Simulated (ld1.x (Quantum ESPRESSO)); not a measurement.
**How hard is this Si TM potential?**

* Element: Si (Z = 14)
* Generator: ld1.x (Quantum ESPRESSO) 7.5
* Type: norm-conserving Troullier–Martins (Kleinman–Bylander form)
* Functional: PBE
* Relativity: non-relativistic
* Frozen core: [Ne]
* Valence charge: 4
* Reference configuration: 3s1.75 3p2.25
* Partial waves: 3p (bound): rc 1.55 bohr; 3s (bound): rc 1.80 bohr
* Local potential: the s channel
* Core correction: none

The pseudo-atom Hamiltonian at the reference potential is diagonalised in spherical Bessel functions j_l(qr) that vanish at 20 bohr, with q² up to the cutoff. All-electron valence levels (Ry): 3p -0.3118, 3s -0.8057.

Problem. How do the lowest levels (Ry) of each channel move with the cutoff, and are there ghosts?

Solution.

```csv
cutoff (Ry),p #1,p #2,s #1,d #1,f #1,f #2,Σ f·Δε (mRy)
8,-0.3066,0.0242,-0.7759,0.0553,0.1095,0.2331,63.8
10,-0.3067,0.0242,-0.7917,0.0553,0.1095,0.2331,35.9
12,-0.3067,0.0242,-0.7995,0.0553,0.1095,0.2331,22.2
18,-0.3068,0.0242,-0.8027,0.0553,0.1095,0.2331,16.6
21,-0.3070,0.0242,-0.8028,0.0553,0.1095,0.2331,15.8
25,-0.3079,0.0241,-0.8033,0.0553,0.1095,0.2331,12.9
30,-0.3093,0.0240,-0.8044,0.0553,0.1095,0.2331,7.8
35,-0.3106,0.0239,-0.8052,0.0553,0.1095,0.2331,3.5
45,-0.3115,0.0238,-0.8056,0.0553,0.1095,0.2331,0.7
50,-0.3116,0.0238,-0.8056,0.0553,0.1095,0.2331,0.6
55,-0.3116,0.0238,-0.8056,0.0553,0.1095,0.2331,0.6
400,-0.3118,0.0238,-0.8057,0.0553,0.1095,0.2331,0.0
```

Result: no extra level below or beside the all-electron valence levels (p, s, d, f tested); 10 mRy is reached at 30 Ry and 1 mRy at 45 Ry.
